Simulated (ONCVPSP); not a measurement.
Cd (Z = 48): ONCV pseudisation with PBE, scalar-relativistic reference atom.

```json
{
  "Element": "cadmium (Cd)",
  "Generator": "ONCVPSP 4.0.1",
  "Type": "optimised norm-conserving Vanderbilt (ONCV)",
  "Functional": "PBE",
  "Relativity": "scalar-relativistic",
  "Frozen core": "[Ar] 3d10",
  "Valence charge": "20",
  "Reference configuration": "4s2 4p6 4d10 5s2",
  "Partial waves": "4s+5s: rc 1.45 bohr, ncon 3, nbas 6, qcut 9.7 1/bohr, 2 projectors; 4p: rc 1.40 bohr, ncon 4, nbas 9, qcut 10 1/bohr, 1 projector; 4d: rc 1.50 bohr, ncon 4, nbas 9, qcut 12.7 1/bohr, 3 projectors, debl 2.2 Ha",
  "Local potential": "polynomial inside 1.10 bohr (lpopt 4, dvloc0 4 Ha)",
  "Core correction": "none"
}
```

Poles of the logarithmic derivatives, all-electron (AE) and pseudo (PS). s: poles at -3.4 (AE) and -3.4 (PS) Ha. p: poles at -1.5 (AE) and -1.5 (PS) Ha. d: poles at 0.7 (AE) and 0.7 (PS) Ha. Test radii: s 1.47, p 1.42, d 1.52 bohr.

* Cutoffs needed: 41 Ha and 49 Ha (the cutoffs (Ha) at which the residual kinetic energy of the hardest occupied pseudo-wave falls to 1 and 0.1 mHa per electron)
* Ghost test: no bound ghost flagged; no localised positive-energy state flagged
* Largest excitation error: -65 meV (all-electron minus pseudo) for 4s2 4p5 4d10 5s2, out of 4 test configurations
